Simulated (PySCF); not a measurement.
## Electron correlation in B+ (boron, charge +1)

[He] 2s1 2p1, 2s spin antiparallel (an excited configuration). Calculation: PySCF 2.14, in def2-TZVPPD (6s3p3d1f, 37 functions); no relativity, point nucleus. Frozen: 1s2; 2 electrons correlated.

Total MP2 correlation energy: -30.21 mhartree.

Same-spin part 0.00 and opposite-spin part -30.21 mhartree; SCS-MP2 scales them by 1/3 and 6/5 to -36.25 mhartree.
